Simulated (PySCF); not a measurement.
Mo(NH)2(Cl)2 (Cl₂H₂MoN₂), SMILES [Cl][Mo](=[NH])([Cl])=[NH], multiplicity 1. Heavy atoms are numbered as in [Mo:1](=[NH:2])(=[NH:4])([Cl:6])[Cl:7]. Hydrogens are named by the atom that carries them.

Coordinates come from a PBE0-D3(BJ)/def2-SVP optimisation. The multiplicity is an assumed one; no other spin state was optimised. The structure was generated by enumeration; whether it is a known compound was not checked. The def2 effective core potentials stand for the cores of Mo; spin–orbit coupling is left out.

These are PySCF with PBE/def2-TZVP values and carry that method's errors.

ESP charges are fitted to the potential on shells at 1.4 to 2.0 van der Waals radii. Atomic charges (e), one atom of each kind:

```
atom     Löwdin  ESP fit
-------  ------  -------
Mo1        0.10     0.63
N2 (NH)   -0.28    -0.55
H on N2    0.16     0.38
Cl6        0.07    -0.15
```
